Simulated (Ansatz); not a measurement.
FGe, doublet, geometry from GFN2-xTB; Ansatz (an electronic-structure program) with SC-NEVPT2/cc-pVDZ, CASSCF(3,3).

The Ansatz input:
Ansatz 0.2 input:
```yaml
crystal:
  periodic: [false, false, false]
  atoms:
    - {symbol: Ge, position_ang: [-0.00000000, -0.00000000, -0.40135630]}
    - {symbol: F, position_ang: [0.00000000, 0.00000000, 1.42704462]}
basis:
  gaussian:
    orbitals: cc-pVDZ
correlation: {method: sc_nevpt2, electrons: all, active_space: {window: {electrons: 3, orbitals: 3}}}
magnetization: {spin_polarized: false, initial_magnetization: 1}
```

Output, abridged:

```
Functional definition: HF
460 factors; integrals over basis functions are off by at most 9.1e-4 eV
mean field evaluation 1: about -59176.8861 eV, gradient 2.8e1 eV
mean field evaluation 2: about -59176.8893 eV, gradient 2.8e1 eV
mean field evaluation 4: about -59178.5700 eV, gradient 1.2e0 eV
mean field evaluation 8: about -59178.5824 eV, gradient 2.0e-4 eV
mean field evaluation 16: about -59178.5824 eV, gradient 6.2e-4 eV
mean field -59178.58239940 eV, -2174.7727904939 hartree, gradient 2.4e-6 eV, S^2 0.750000; 2 other end points of the search recorded, 0 dependent functions left out
reference -59178.58239940 eV, -2174.7727904939 hartree; 21, 20 occupied and 20, 21 virtual orbitals, 460 factors
state -59179.11242487 eV, -2174.7922685707 hartree
state -59179.11242487 eV, -2174.7922685707 hartree; corrected -59186.03233887 eV, -2175.0465707200 hartree
state -59178.97398528 eV, -2174.7871810099 hartree
state -59178.97398528 eV, -2174.7871810099 hartree; corrected -59186.14458746 eV, -2175.0506957795 hartree
state -59178.97398528 eV, -2174.7871810099 hartree; corrected -59186.14458746 eV, -2175.0506957795 hartree
WARN: the results are in doubt because another end's mean lies 0.138 eV lower, and its corrected mean 0.112 eV higher
Total energy: -59186.14458746 eV, -2175.0506957795 hartree
In doubt: another end's mean lies 0.138 eV lower, and its corrected mean 0.112 eV higher
```
